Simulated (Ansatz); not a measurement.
Cost and result for the atomization energy of GaGeH₅O (`[OH][GaH][GeH3]`) (8 atoms, 7 bonds).

```xyz
8

O     0.7763   -0.2473    2.2246
Ga    0.6055   -0.8929    0.5631
Ge   -0.5560    0.4754   -1.0943
H     0.3860    0.6197    2.3527
H     1.2513   -2.3055    0.3909
H    -1.7891   -0.2592   -1.6517
H     0.3626    0.7983   -2.2870
H    -1.0366    1.8116   -0.4983
```

Charge 0, multiplicity 1. Correlated methods include outer-core shells of Ga, Ge, which these sets cover unevenly. Scalar relativity is left out up to krypton. Geometry: relaxed with PBE0-D4/def2-TZVP. It is one conformer, not always the lowest. Program: Ansatz. All runs use 4 threads of a server CPU on a shared host. Times are those of one run each, without the atoms' runs, and a repeat can differ threefold. Electronic energies, without spin–orbit coupling; frozen cores. CCSD(T)/CBS adds CCSD(T) − MP2 in def2-TZVPP to the MP2 limit, and its time is that of the two runs behind it. T1 = 0.014. With those shells the extrapolation isn't a true limit. HSE06 is the plane-wave form, built on full-range PBE exchange.

CCSD(T)/CBS is a level of theory with its own doubt, some kJ/mol a heavy atom from the limit and from the frozen cores, so smaller differences don't rank the functionals.

```json
{"level": "revPBE-D4/def2-TZVPP", "functions": "197", "wall time": "1.5 s", "atomization (kJ/mol)": "2132.4", "difference from CCSD(T)/CBS": "-88.9", "per bond": "-12.7"}
{"level": "PBE-D4/def2-TZVPP (with forces)", "functions": "197", "wall time": "1.8 s", "atomization (kJ/mol)": "2186.6", "difference from CCSD(T)/CBS": "-34.7", "per bond": "-5.0"}
{"level": "PBE0-D4/def2-TZVPP", "functions": "197", "wall time": "2.4 s", "atomization (kJ/mol)": "2157.6", "difference from CCSD(T)/CBS": "-63.7", "per bond": "-9.1"}
{"level": "HSE06-D4/def2-TZVPP", "functions": "197", "wall time": "2.6 s", "atomization (kJ/mol)": "2157.8", "difference from CCSD(T)/CBS": "-63.5", "per bond": "-9.1"}
{"level": "CAM-B3LYP-D4/def2-TZVPP", "functions": "197", "wall time": "3.4 s", "atomization (kJ/mol)": "2196.5", "difference from CCSD(T)/CBS": "-24.8", "per bond": "-3.5"}
{"level": "B2PLYP/def2-TZVPP", "functions": "197", "wall time": "4 s", "atomization (kJ/mol)": "2165.3", "difference from CCSD(T)/CBS": "-56.0", "per bond": "-8.0"}
{"level": "r2SCANh-D4/def2-TZVPP", "functions": "197", "wall time": "4.1 s", "atomization (kJ/mol)": "2192.5", "difference from CCSD(T)/CBS": "-28.8", "per bond": "-4.1"}
{"level": "CCSD(T)/def2-SVP", "functions": "103", "wall time": "5.5 s", "atomization (kJ/mol)": "2061.3", "difference from CCSD(T)/CBS": "-160.0", "per bond": "-22.8"}
{"level": "B97M-V/def2-TZVPP", "functions": "197", "wall time": "7 s", "atomization (kJ/mol)": "2219.7", "difference from CCSD(T)/CBS": "-1.6", "per bond": "-0.2"}
{"level": "ωB97M-V/def2-TZVPP (with forces)", "functions": "197", "wall time": "9.6 s", "atomization (kJ/mol)": "2181.9", "difference from CCSD(T)/CBS": "-39.4", "per bond": "-5.6"}
{"level": "MP2/def2-QZVPP", "functions": "385", "wall time": "17 s", "atomization (kJ/mol)": "2205.6", "difference from CCSD(T)/CBS": "-15.7", "per bond": "-2.2"}
{"level": "CCSD(T)/def2-TZVPP", "functions": "197", "wall time": "81 s", "atomization (kJ/mol)": "2180.3", "difference from CCSD(T)/CBS": "-41.0", "per bond": "-5.9"}
{"level": "CCSD(T)/CBS(def2)", "functions": "–", "wall time": "97 s", "atomization (kJ/mol)": "2221.3", "difference from CCSD(T)/CBS": "0.0", "per bond": "0.0"}
```

In def2-TZVPP, CCSD(T) changes the Hartree–Fock value by +629.2 kJ/mol (the triples alone add +29.4 kJ/mol) and MP2 by +630.3 kJ/mol; breaking electron pairs costs correlation energy, which Hartree–Fock lacks. From r2SCAN to r2SCAN0 (25 % exact exchange), in def2-TZVPP and without D4, the atomization energy moves by −39.1 kJ/mol: exact exchange takes away binding that semilocal exchange gives to molecules. At CCSD(T), def2-SVP lies −159.9 kJ/mol from the extrapolated value and def2-TZVPP −41.0 kJ/mol: correlation converges slowly with the basis, and small sets miss more of it in the bonded molecule than in its fragments.
